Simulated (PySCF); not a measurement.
## Calculated data, Ge$_{2}$H$_{4}$N$_{2}$, GeH$_{5}$N$_{2}$Si, GeH$_{4}$NOSi

Calculation on a computer-drawn molecule: the log of a Hartree-Fock and frozen-core CCSD(T) single point meant for a local Hartree-Fock minimum, with one planted fault or none, to be diagnosed. Offsets are logged minus clean, where the clean run is the same molecule without the fault. The reference is restricted for singlets and unrestricted otherwise, and also for a bond in bohr or an excited solution. Adding or removing an electron swaps singlet and doublet. The excited solution moves the top pair (singlet) or top alpha electron (doublet) to the lowest empty orbital. Highest occupied and lowest empty are orbital energies over both spins, largest force is the largest gradient component, triples share is (T) over the correlation energy, the T1 limit is 0.02 restricted and 0.045 unrestricted, electrons count all cores, a negative frequency is imaginary (commonest isotopes), and the dipole is about the centre of nuclear charge; on germanium a core potential holds 10 electrons, which the energies leave out, and 3d is frozen in MP2 and coupled-cluster steps. Program: PySCF 2.14.0.

Common to all runs: meant charge 0; meant basis and core potential on germanium cc-pVDZ-PP ECP10MDF; logged SCF converged yes; logged CC converged yes; logged SCF stable within its kind yes; possible faults no fault, one electron removed, one electron added, multiplicity raised by two, geometry at a saddle point, SCF held on an excited solution, minimal basis STO-3G, one bond length entered in bohr, all coordinates scaled.

(1) Ge$_{2}$H$_{4}$N$_{2}$

Logged structure:
```xyz
8
Ge2H4N2
N      1.4201     0.3956    -0.2491
Ge     0.4436    -0.5813    -1.5781
N     -1.2143    -0.1930    -2.0974
Ge    -3.1354    -0.2551    -2.1965
H      1.0242     1.3201     0.1319
H      2.4938     0.3579    -0.2142
H      1.4083    -1.7478    -2.1809
H     -3.3160     0.8241    -3.5263
```

```
meant multiplicity                   : 1
meant basis                          : cc-pVDZ
logged electrons                     : 82
logged basis functions               : 94
logged spin squared                  : 0
logged highest occupied              : -7.7634 eV
logged lowest empty                  : 1.5121 eV
logged largest force                 : 0.056814 hartree/bohr
logged T1 diagnostic                 : 0.026975
logged D1 diagnostic                 : 0.088978
logged triples share                 : 0.042289
logged dipole magnitude              : 4.0147 debye
logged energy HF                     : -697.89081 hartree
logged energy CCSD(T)                : -698.48108 hartree
planted fault                        : all coordinates scaled, by +7.3 %
HF energy offset from clean run      : 25.97 kcal/mol
CCSD(T) energy offset from clean run : 11.15 kcal/mol
```

Drawn bonds:
```
atom  other atom  order
   1           2      1
   2           3      2
   3           4      1
   1           5      1
   1           6      1
   2           7      1
   4           8      1
```

Notes: T1 above single-reference limit.

(2) GeH$_{5}$N$_{2}$Si

Logged structure:
```xyz
9
GeH5N2Si
N     -1.7257     2.2600     2.7069
Ge    -0.4870     0.9330     1.9813
N      0.0495     1.4115     0.2166
Si    -0.3153     2.3047    -1.1266
H     -1.9482     2.1140     3.7344
H     -2.6486     2.3256     2.1878
H      0.8065     0.9277     2.9664
H     -1.4906     3.3123    -1.2924
H      0.5089     2.1859    -2.4352
```

```
meant multiplicity                   : 2
meant basis                          : cc-pV(D+d)Z
logged electrons                     : 65
logged basis functions               : 99
logged spin squared                  : 1.0159
logged highest occupied              : -7.9028 eV
logged lowest empty                  : 1.2505 eV
logged largest force                 : 0.042293 hartree/bohr
logged T1 diagnostic                 : 0.042368
logged D1 diagnostic                 : 0.18312
logged triples share                 : 0.035895
logged dipole magnitude              : 1.8949 debye
logged energy HF                     : -694.05588 hartree
logged energy CCSD(T)                : -694.64289 hartree
planted fault                        : all coordinates scaled, by +5.4 %
HF energy offset from clean run      : 14.93 kcal/mol
CCSD(T) energy offset from clean run : 6.33 kcal/mol
```

Drawn bonds:
```
atom  other atom  order
   1           2      1
   2           3      2
   3           4      1
   1           5      1
   1           6      1
   2           7      1
   4           8      1
   4           9      1
```

(3) GeH$_{4}$NOSi

Logged structure:
```xyz
8
GeH4NOSi
N     -0.1103    -0.2331    -0.6401
Ge    -0.6059     0.5234     0.8981
O     -2.1677     0.6480     1.3228
Si     1.2768     1.4184     2.0503
H     -0.7837    -0.6844    -1.2302
H      0.8375    -0.4475    -0.8795
H      2.5322     0.7122     1.7106
H      1.0640     1.4939     3.5084
```

```
meant multiplicity                   : 2
meant basis                          : cc-pV(D+d)Z
logged electrons                     : 65
logged basis functions               : 94
logged spin squared                  : 3.7755
logged highest occupied              : -5.1342 eV
logged lowest empty                  : 0.85448 eV
logged largest force                 : 0.16178 hartree/bohr
logged T1 diagnostic                 : 0.025745
logged D1 diagnostic                 : 0.13683
logged triples share                 : 0.026391
logged dipole magnitude              : 1.9461 debye
logged energy HF                     : -713.79646 hartree
logged energy CCSD(T)                : -714.3253 hartree
planted fault                        : multiplicity raised by two
HF energy offset from clean run      : 66.35 kcal/mol
CCSD(T) energy offset from clean run : 103.4 kcal/mol
```

Drawn bonds:
```
atom  other atom  order
   1           2      1
   2           3      2
   2           4      1
   1           5      1
   1           6      1
   4           7      1
   4           8      1
```
